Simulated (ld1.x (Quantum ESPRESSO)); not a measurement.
Results of a calculation; reference values are marked as such.
# Potentials for chlorine (Cl) compared

Generated with ld1.x 7.5 (TM, RRKJ, ultrasoft, PAW), atompaw 4.2 or ONCVPSP 4.0.1. The cutoff is in Ry: for ld1.x and atompaw files where the sum of valence levels is converged to 10 mRy in a Bessel basis, for ONCV files where the hardest occupied wave has 1 mHa per electron of residual kinetic energy. The error is the largest all-electron minus pseudo excitation energy over each file’s own four to seven test configurations (ionisations up to +4, promotions, holes and added fractions of an electron), all of which were solved. The labels leave out finer settings (local radius, basis sizes, second energies), which also bear on the numbers. Spin-polarised tests are not counted. The rows are a selection from randomly drawn settings: files with unsolved tests, undetermined cutoffs or missed reference levels are left out.

| potential | cutoff (Ry) | largest error (meV) | bound ghosts |
| --- | --- | --- | --- |
| TM, LDA (PZ), fully relativistic, rc 1.25/1.50/1.30 (spd), local smoothed, core correction no, reference 3s2 3p4.5 | 45 | +399 | none |
| TM, PBE, scalar-relativistic, rc 1.20/1.10/1.25 (spd), local d, core correction yes, reference 3s1 3p6 | 90 | +346 | none |
| RRKJ, PW91, scalar-relativistic, rc 1.40/1.20 (sp), local s, core correction no, reference 3s1.75 3p5.25 | 50 | +84 | none |

Fill in the row for Cl: TM semilocal, LDA (PZ), non-relativistic, rc 1.20/1.55 (sp), local p, core correction no, reference 3s2 3p5.

cutoff 50 Ry, largest error +121 meV, bound ghosts: none.

Fill in the row for Cl: RRKJ, Wu–Cohen, non-relativistic, rc 1.40/0.95/1.10 (spd), local s, core correction yes, reference 3s1 3p6.

cutoff 140 Ry, largest error +141 meV, bound ghosts: none.

Fill in the row for Cl: PAW, LDA (PZ), scalar-relativistic, rc 1.15/1.65 (sp), local smoothed, core correction yes, reference 3s1 3p6.

cutoff 25 Ry, largest error -89 meV, bound ghosts: none.
